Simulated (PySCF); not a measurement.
UHF on Ni¹⁸⁺ (nickel, charge +18)

Configuration: [Ne], closed-shell 1S. Computed with PySCF 2.14 in an uncontracted even-tempered set (18 s from 3.8 bohr⁻², ratio 2.2; 11 p from 4.9 bohr⁻², ratio 2.2; 6 d from 26 bohr⁻², ratio 2.4; 5 f from 38 bohr⁻², ratio 2.4; 5 g from 58 bohr⁻², ratio 2.4), with no relativity, point nucleus.

| Item | Value |
| --- | --- |
| Total energy | -1338.115310 hartree |
| One-electron energy | -1552.0557 hartree |
| Hartree (Coulomb) energy | 257.6940 hartree |
| Exchange energy | -43.7536 hartree |
| Kinetic energy | 1338.11303 hartree |
| ⟨S²⟩ | 0.0000 |
| ⟨L²⟩ | 0.000 |
| Sum of ⟨r⟩ | 1.867 bohr |
| Sum of ⟨r²⟩ | 0.4747 bohr² |
| Density at the nucleus (Gaussians lack the cusp) | 14700 bohr⁻³ |

| shell | electrons | mean orbital energy (hartree) | rms radius, mean of both spins (bohr) |
| --- | --- | --- | --- |
| 1s | 2 | -330.60079 | 0.0634 |
| 2s | 2 | -61.42413 | 0.263 |
| 2p | 6 | -56.68751 | 0.234 |

Spin-orbit constants ζ (cm⁻¹) from the X2C one-electron operator on these orbitals (non-relativistic here): bare nucleus, nucleus screened by l(l+1)(2l+1)/3 electrons, and screened by the Breit-Pauli mean field of the electrons.

| shell | bare | screened nucleus | mean field |
| --- | --- | --- | --- |
| 2p | 97190 | 90250 | 87210 |
